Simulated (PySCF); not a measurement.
PySCF input (M06-2X/def2-TZVPD):

```python
from pyscf import gto, scf, dft

mol = gto.M(
    atom='''
    Te    0.04424944    0.01794832    1.08398968
    I     0.96386790   -1.85549558   -0.54142374
    I    -1.00728245    1.83788590   -0.52211331
    ''',
    basis='def2-tzvpd',
    ecp='def2-tzvp',
    charge=1,
    spin=1,
    verbose=4,
)

mf = dft.UKS(mol, xc='m062x').density_fit(auxbasis='def2-universal-jkfit')
mf.grids.level = 4
mf.conv_tol = 1e-9
mf.max_cycle = 100
mf.max_memory = 1500
mf.kernel()
if not mf.converged:
    mf = mf.newton()
    mf.kernel(mf.make_rdm1())
for _ in range(2):
    mo, _, stable, _ = mf.stability(return_status=True)
    if stable:
        break
    mf.kernel(mf.make_rdm1(mo, mf.mo_occ))
mf.analyze()
```

End of the output:

```
Extra cycle  E= -862.958378569357  delta_E= -3.3e-11  |g|= 4.36e-06  |ddm|= 1.68e-05
converged SCF energy = -862.958378569357  <S^2> = 0.76309895  2S+1 = 2.0130563
uhf_internal: lowest eigs of H = [0.1493777  0.16261908 0.16390161]
<class 'pyscf.df.df_jk.DFUKS'> wavefunction is stable in the internal stability analysis
**** SCF Summaries ****
Total Energy =                        -862.958378569357478
Nuclear Repulsion Energy =             319.056131740623982
One-electron Energy =                -2123.992002601383774
Two-electron Energy =                  941.977492291402314
Two-electron Coulomb Energy =         1006.727168700351399
DFT Exchange-Correlation Energy =      -64.749676408949099
HOMO-LUMO gap [eV] =                     4.623185931436169
**** MO energy ****
                             alpha | beta                alpha | beta
MO #1   energy= -7.31722739540495  | -7.3167952210356   occ= 1 | 1
MO #2   energy= -7.31722303034293  | -7.31679080953445  occ= 1 | 1
MO #3   energy= -6.8125721118573   | -6.81029922923427  occ= 1 | 1
MO #4   energy= -5.31128208501595  | -5.31163305966167  occ= 1 | 1
MO #5   energy= -5.31127814808485  | -5.31162935124484  occ= 1 | 1
MO #6   energy= -5.30049115291203  | -5.29868928010963  occ= 1 | 1
MO #7   energy= -5.30048591420566  | -5.298683895289    occ= 1 | 1
MO #8   energy= -5.29884204639562  | -5.2986280552257   occ= 1 | 1
MO #9   energy= -5.29883959376372  | -5.29862556691539  occ= 1 | 1
MO #10  energy= -4.91434477901881  | -4.9132428173354   occ= 1 | 1
MO #11  energy= -4.91369411217445  | -4.90985171686308  occ= 1 | 1
MO #12  energy= -4.91025457632716  | -4.9071550420084   occ= 1 | 1
MO #13  energy= -2.27923599459484  | -2.27900951697841  occ= 1 | 1
MO #14  energy= -2.27923215453751  | -2.2790009743544   occ= 1 | 1
MO #15  energy= -2.27560250772705  | -2.27447406519821  occ= 1 | 1
MO #16  energy= -2.27559466461614  | -2.27446804799123  occ= 1 | 1
MO #17  energy= -2.27423655126247  | -2.27446624968859  occ= 1 | 1
MO #18  energy= -2.27423348147285  | -2.27445815679686  occ= 1 | 1
MO #19  energy= -2.26506048697168  | -2.26318432583063  occ= 1 | 1
MO #20  energy= -2.26505552690517  | -2.26318100198409  occ= 1 | 1
MO #21  energy= -2.2650028161564   | -2.26317073896488  occ= 1 | 1
MO #22  energy= -2.26499889308586  | -2.26317024738875  occ= 1 | 1
MO #23  energy= -2.0354821810831   | -2.03161679851643  occ= 1 | 1
MO #24  energy= -2.03443052870146  | -2.030774178301    occ= 1 | 1
MO #25  energy= -2.03237453547985  | -2.02792426139962  occ= 1 | 1
MO #26  energy= -2.03144955862434  | -2.02544615994755  occ= 1 | 1
MO #27  energy= -2.02983576178026  | -2.02492274522894  occ= 1 | 1
MO #28  energy= -1.04707828119821  | -1.02390384702532  occ= 1 | 1
MO #29  energy= -0.986468368629706 | -0.982414950983403 occ= 1 | 1
MO #30  energy= -0.902554393394823 | -0.860742516041858 occ= 1 | 1
MO #31  energy= -0.629939842241988 | -0.622205697723269 occ= 1 | 1
MO #32  energy= -0.606344261520526 | -0.595973577707363 occ= 1 | 1
MO #33  energy= -0.603078162511048 | -0.548467141994171 occ= 1 | 1
MO #34  energy= -0.530932386878027 | -0.522776918448919 occ= 1 | 1
MO #35  energy= -0.525380943620636 | -0.516038317703199 occ= 1 | 1
MO #36  energy= -0.515243676056774 | -0.514389543679146 occ= 1 | 1
MO #37  energy= -0.491360271149761 | -0.321461320466462 occ= 1 | 0
MO #38  energy= -0.282812814155827 | -0.269526035266511 occ= 0 | 0
MO #39  energy= -0.263392450749022 | -0.252601341145063 occ= 0 | 0
MO #40  energy= -0.128864965645344 | -0.133330817145568 occ= 0 | 0
MO #41  energy= -0.100914599324227 | -0.0996694686757064 occ= 0 | 0
MO #42  energy= -0.100064090204525 | -0.0996573484004475 occ= 0 | 0
MO #43  energy= -0.0999915041747175 | -0.0989700986652599 occ= 0 | 0
MO #44  energy= -0.0903536959890995 | -0.0898990236688576 occ= 0 | 0
MO #45  energy= -0.087878638295449 | -0.0845790952766312 occ= 0 | 0
MO #46  energy= -0.0821070633738192 | -0.0824862759485392 occ= 0 | 0
MO #47  energy= -0.0790292479262545 | -0.0743099410332162 occ= 0 | 0
MO #48  energy= -0.068882408958955 | -0.0681759887411126 occ= 0 | 0
MO #49  energy= -0.0675861708832719 | -0.0663056717341491 occ= 0 | 0
MO #50  energy= -0.0613816958747423 | -0.0612212863053683 occ= 0 | 0
MO #51  energy= -0.0568820724648507 | -0.0518409669811433 occ= 0 | 0
MO #52  energy= -0.0516583343936466 | -0.0502599077138887 occ= 0 | 0
MO #53  energy= -0.0447421577980569 | -0.0450208516127726 occ= 0 | 0
MO #54  energy= -0.0225300025594056 | -0.0224440888272104 occ= 0 | 0
MO #55  energy= -0.0179373353322537 | -0.0180075583753062 occ= 0 | 0
MO #56  energy= -0.00331579637092716 | -0.00280480439591427 occ= 0 | 0
MO #57  energy= 0.00591334007662517 | 0.000888847463103651 occ= 0 | 0
MO #58  energy= 0.0106329724714342 | 0.012181049075377  occ= 0 | 0
MO #59  energy= 0.0127407593484185 | 0.0139639419222523 occ= 0 | 0
MO #60  energy= 0.0256429929589004 | 0.0263424626125276 occ= 0 | 0
MO #61  energy= 0.0343087871091129 | 0.0328505380213019 occ= 0 | 0
MO #62  energy= 0.0359139379355309 | 0.0370821374182367 occ= 0 | 0
MO #63  energy= 0.0393019136336924 | 0.0424955993291903 occ= 0 | 0
MO #64  energy= 0.0560695346676963 | 0.0509189746662573 occ= 0 | 0
MO #65  energy= 0.0615779915439933 | 0.0623226344022799 occ= 0 | 0
MO #66  energy= 0.0680768216792157 | 0.0671561905100466 occ= 0 | 0
MO #67  energy= 0.0833974415919698 | 0.0771090678660515 occ= 0 | 0
MO #68  energy= 0.101122912597462  | 0.0981977692174523 occ= 0 | 0
MO #69  energy= 0.124987271634998  | 0.132260750927716  occ= 0 | 0
MO #70  energy= 0.128634382634167  | 0.133774771974178  occ= 0 | 0
MO #71  energy= 0.139240428520604  | 0.135982359528424  occ= 0 | 0
MO #72  energy= 0.141904511619336  | 0.14889934831286   occ= 0 | 0
MO #73  energy= 0.147732721298222  | 0.157434864115973  occ= 0 | 0
MO #74  energy= 0.169053487931902  | 0.163228886412617  occ= 0 | 0
MO #75  energy= 0.173535888666098  | 0.168069488813535  occ= 0 | 0
MO #76  energy= 0.188726327659049  | 0.189407215868308  occ= 0 | 0
MO #77  energy= 0.195129825232998  | 0.192582218689848  occ= 0 | 0
MO #78  energy= 0.212424714498735  | 0.211727448521256  occ= 0 | 0
MO #79  energy= 0.222056974343319  | 0.223838024052272  occ= 0 | 0
MO #80  energy= 0.22364336108994   | 0.22388478992233   occ= 0 | 0
MO #81  energy= 0.233119325839655  | 0.231374170554114  occ= 0 | 0
MO #82  energy= 0.234023998009302  | 0.234233236341007  occ= 0 | 0
MO #83  energy= 0.247092630204413  | 0.24560638811971   occ= 0 | 0
MO #84  energy= 0.261289226720155  | 0.266327419615672  occ= 0 | 0
MO #85  energy= 0.27430625133475   | 0.2868927349897    occ= 0 | 0
MO #86  energy= 0.288813596613951  | 0.295370170691158  occ= 0 | 0
MO #87  energy= 0.294214438289455  | 0.29795650204266   occ= 0 | 0
MO #88  energy= 0.297287577173597  | 0.301097251700388  occ= 0 | 0
MO #89  energy= 0.334372540177835  | 0.337169528578358  occ= 0 | 0
MO #90  energy= 0.364622045997946  | 0.367297793380988  occ= 0 | 0
MO #91  energy= 0.416961386669755  | 0.42595496313102   occ= 0 | 0
MO #92  energy= 0.545348622850917  | 0.55364207151053   occ= 0 | 0
MO #93  energy= 0.559587990446847  | 0.575164227751495  occ= 0 | 0
MO #94  energy= 0.566134058987065  | 0.576344599827765  occ= 0 | 0
MO #95  energy= 0.568866187085151  | 0.578411501035337  occ= 0 | 0
MO #96  energy= 0.573066152446605  | 0.582368625334252  occ= 0 | 0
MO #97  energy= 0.579148676751891  | 0.601897803872672  occ= 0 | 0
MO #98  energy= 0.586433736859323  | 0.602673843086001  occ= 0 | 0
MO #99  energy= 0.654858719051276  | 0.670649802916596  occ= 0 | 0
MO #100 energy= 0.670132142169376  | 0.676319807570567  occ= 0 | 0
MO #101 energy= 0.727557541420196  | 0.730874241558122  occ= 0 | 0
MO #102 energy= 0.73782068451032   | 0.742324255353566  occ= 0 | 0
MO #103 energy= 0.737934384969491  | 0.742659899082676  occ= 0 | 0
MO #104 energy= 0.739551268146433  | 0.743970172917231  occ= 0 | 0
[...]
```
